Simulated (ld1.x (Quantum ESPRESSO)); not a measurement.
Transferability test, RRKJ potential for Ag

ld1.x (Quantum ESPRESSO) 7.5 input, shortened:

```
&input
   title='Ag', zed=47., rel=2, dft='PZ', iswitch=3,
   config='[Kr] 4d10 5s1 5p0', rel_dist='average'
 /
 &inputp
   pseudotype=2, tm=.false., rho0=0.001, lloc=1,
   nlcc=.false.
 /
3
5S  1  0   1.00   0.00  2.30  2.30  0.0
4D  3  2  10.00   0.00  1.30  1.30  0.0
5P  2  1   0.00   0.00  2.45  2.45  0.0
 &test
   configts(1)='4d10 5s1 5p0'
 /
```

Open shells are filled in proportion to 2j + 1 (rel_dist='average').

Energies are relative to the spin-unpolarised reference configuration 4d10 5s1 5p0; without spin polarisation the order of configurations can differ from experiment. The p channel is local and has no spin–orbit splitting in the pseudo-atom.

```csv
valence configuration,charge,ΔE all-electron (eV),error AE − PS (meV)
4d10 5s0 5p0,+1,8.104,-5.9
4d9 5s0 5p0,+2,30.489,-145
4d8 5s0 5p0,+3,66.920,-745
4d10 5s0.5 5p0,+0.5,3.187,-0.9
4d9 5s1 5p1,0,8.567,-151
4d10 5s0 5p1,0,4.017,-4.8
```

Q: What are ΔE and the potential's error for 4d9 5s1 5p0?

A: ΔE = 13.381 eV all-electron; the error (AE − PS) is -109 meV.

Levels in the configuration 4d10 5s0 5p1:

```
   level  all-electron (eV)  pseudo (eV)
4d j=3/2             -9.932       -9.921
4d j=5/2             -9.365       -9.355
5p j=1/2             -1.969       -1.858
5p j=3/2             -1.806       -1.858
```
